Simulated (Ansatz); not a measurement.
The same substitution along the group O, S, Se.

Gas-phase electronic energies from Ansatz, PBE0-D4/def2-TZVP geometries. CBS: MP2 limit from def2 TZ/QZ plus the TZ coupled-cluster correction, frozen cores. This one scheme is used for every species. DFT in def2-TZVPP. For Se outer-core shells are correlated without core-valence functions, which leaves a few kJ/mol of doubt a bond. Scalar relativity is left out up to krypton.

```json
{"reaction": "`C[O][AlH2]` + `C=C1N[SiH2]1` → `C=C1[SiH2]N1C` + `[OH][AlH2]`", "RPA@PBE/def2-TZVPP (kcal/mol)": "-9.4", "PBE-D4 (kcal/mol)": "-10.4", "CCSD(T)/CBS(def2) (kcal/mol)": "-10.8"}
{"reaction": "`C[S][AlH2]` + `C=C1N[SiH2]1` → `C=C1[SiH2]N1C` + `[AlH2][SH]`", "RPA@PBE/def2-TZVPP (kcal/mol)": "-1.9", "PBE-D4 (kcal/mol)": "-0.8", "CCSD(T)/CBS(def2) (kcal/mol)": "-0.8"}
{"reaction": "`C[Se][AlH2]` + `C=C1N[SiH2]1` → `C=C1[SiH2]N1C` + `[AlH2][SeH]`", "RPA@PBE/def2-TZVPP (kcal/mol)": "0.9", "PBE-D4 (kcal/mol)": "0.9", "CCSD(T)/CBS(def2) (kcal/mol)": "1.3"}
```

Largest T1 diagnostic: 0.014, for `C=C1N[SiH2]1`.
